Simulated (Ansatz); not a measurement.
Total energies of the cluster B₇N₇ (the lowest singlet isomer of a short search) from Ansatz at PBE0-D4/def2-TZVP, gas phase (1 Eh = 27.2114 eV = 2625.5 kJ/mol). The reference geometry is relaxed at PBE-D4/def2-SVP.

```xyz
14

B     2.432    1.357    0.150
B     0.630   -2.229   -1.553
B    -1.670   -2.080   -0.811
B     2.456   -0.700   -1.125
B     0.577    2.391    1.312
B    -1.712    1.626    1.486
B    -2.713   -0.364    0.541
N     1.833    2.283    0.890
N    -2.670   -1.489   -0.165
N    -0.634   -2.625   -1.440
N     1.880   -1.785   -1.632
N    -2.696    0.769    1.236
N     2.978    0.400   -0.594
N    -0.691    2.448    1.705
```

```tsv
state	geometry	energy (Eh)
charge 0 singlet	reference	-557.17451
charge 1 doublet	reference	-556.81903
charge -1 doublet	reference	-557.16463
free B atom (doublet)	–	-24.61828
free N atom (quartet)	–	-54.54382
```

**Question.** Work out the vertical ionisation energy to the doublet.

**Answer.** E(charge 1 doublet) − E(charge 0 singlet) = -556.81903 − (-557.17451) = 0.35548 Eh = 9.67 eV. For comparison, −ε of the highest occupied level is 8.11 eV at this level, 1.56 eV less.

**Question.** Work out the vertical electron affinity, to the doublet.

**Answer.** E(charge 0 singlet) − E(charge -1 doublet) = -557.17451 − (-557.16463) = -0.00988 Eh = -0.27 eV; negative, so the extra electron isn't bound. The basis lacks diffuse functions, which makes affinities too small.

**Question.** Give the fundamental gap IE − EA, the Mulliken electronegativity (IE + EA)/2 and the hardness (IE − EA)/2.

**Answer.** From the values in Eh: IE − EA = 0.35548 − (-0.00988) = 0.36536 Eh = 9.94 eV; (IE + EA)/2 = 4.70 eV; (IE − EA)/2 = 4.97 eV. The HOMO–LUMO gap of the same run is 7.11 eV, 2.83 eV smaller than the fundamental gap.

**Question.** What is the binding energy per atom against free atoms?

**Answer.** Atoms: 7 × (-24.61828) + 7 × (-54.54382) = -554.13470 Eh. Binding: -554.13470 − (-557.17451) = 3.03981 Eh = 82.72 eV, or 5.91 eV for each of 14 atoms (no zero-point energy, no counterpoise term).

At PBE0-D4/def2-TZVP the highest occupied level of the charge -1 doublet lies above zero (up to 1.52 eV). By energy differences it is unbound by 0.27 eV (vertical, against the charge 0 singlet, at PBE0-D4/def2-TZVP) and held by the finite basis.

The structure comes from a short search, and lower isomers may exist.
